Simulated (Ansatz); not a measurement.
Relaxation of Cl3Ge2H5O (11 atoms, charge 0, multiplicity 1), to a largest force component of 0.03 eV/Å in at most 50 steps.

Method: RKS PBE/def2-SVP in Ansatz 0.2.0.

```xyz
11
Properties=species:S:1:pos:R:3
Ge 0.488 0.246 -0.485
Ge -0.183 0.288 3.070
H -1.349 -0.556 2.462
H 1.016 -0.640 3.362
H -0.714 0.901 4.396
Cl 1.104 -0.297 -2.471
Cl -1.322 1.419 -0.584
O 0.244 -1.285 0.379
H -0.531 -1.218 0.983
Cl 2.122 1.467 0.341
H 0.222 1.406 2.083
```

Question: Where does it end, and by what steps?

Answer: The run converged. The force dipped under the threshold on the way, but the program's further checks kept it going. After 43 steps the energy has fallen by 0.240 eV; H11 moved furthest, 1.58 Å.

| step | energy less start (eV) | largest force component (eV/Å) | accepted |
| --- | --- | --- | --- |
| 0 | 0.0000 | 0.507 | yes |
| 2 | -0.1975 | 0.098 | yes |
| 4 | -0.2021 | 0.081 | yes |
| 6 | -0.2117 | 0.088 | yes |
| 8 | -0.2153 | 0.287 | yes |
| 10 | -0.2199 | 0.060 | yes |
| 12 | -0.2226 | 0.105 | yes |
| 14 | -0.2244 | 0.042 | yes |
| 16 | -0.2253 | 0.078 | yes |
| 18 | -0.2262 | 0.030 | yes |
| 20 | -0.2270 | 0.039 | yes |
| 22 | -0.2277 | 0.046 | yes |
| 24 | -0.2288 | 0.058 | yes |
| 26 | -0.2300 | 0.046 | yes |
| 28 | -0.2310 | 0.062 | yes |
| 30 | -0.2322 | 0.071 | yes |
| 32 | -0.2331 | 0.065 | yes |
| 34 | -0.2323 | 0.197 | no |
| 36 | -0.2367 | 0.104 | yes |
| 38 | -0.2388 | 0.036 | yes |
| 40 | -0.2396 | 0.068 | no |
| 42 | -0.2403 | 0.034 | yes |
| 43 | -0.2403 | 0.023 | yes |

```xyz
11
Properties=species:S:1:pos:R:3
Ge 0.360 0.088 -0.981
Ge -0.033 0.368 3.573
H -1.040 0.126 2.408
H 1.220 -0.508 3.344
H -0.737 -0.030 4.893
Cl 1.429 -0.918 -2.541
Cl -1.179 1.329 -1.845
O -0.316 -1.176 0.056
H -0.640 -0.791 0.900
Cl 1.692 1.374 0.144
H 0.341 1.868 3.584
```

Whether the end is a true minimum wasn't checked by a vibrational analysis.

The run took 52 s on 4 threads of Intel(R) Xeon(R) 6975P-C (Granite Rapids) (shared host), peak memory 0.28 GiB.
